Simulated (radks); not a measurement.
Values are calculated unless marked as measured or tabulated.
These are the eigenvalues of the occupied orbitals of an atom or ion with whole-number occupations (eV). Level of theory: scalar-relativistic Kohn-Sham, BLYP, spin-polarised, spherical densities, point nucleus (a radial shooting solver on a logarithmic mesh with Libxc functionals).

| orbital | eigenvalue |
|---|---|
| 1s down | -21988.12 |
| 1s up | -21988.12 |
| 2s up | -3202.499 |
| 2s down | -3201.943 |
| 2p up | -2873.363 |
| 2p down | -2872.942 |
| 3s up | -602.1566 |
| 3s down | -601.8608 |
| 3p up | -494.0874 |
| 3p down | -493.7521 |
| 3d up | -320.2854 |
| 3d down | -319.7706 |
| 4s up | -121.7561 |
| 4s down | -119.2027 |
| 4p up | -90.8987 |
| 4p down | -88.2535 |
| 4d up | -45.9391 |
| 5s up | -32.7865 |
| 5s down | -31.9022 |

Which element is it, and in what charge state? The configuration may be excited. Open shells, if any, are filled with parallel spins first.

Answer. Z = 44, ruthenium, charge +3: Ru3+ in [Kr] 4d3 5s2. The list shows which subshells hold electrons but not how many an open one holds; the 1s level, -808.05 hartree, gives Z - s = 40.2 by -(Z - s)^2/2, which with screening and relativity narrows Z to a few neighbours, and the depths of the outer levels then fix element, charge and occupations together.
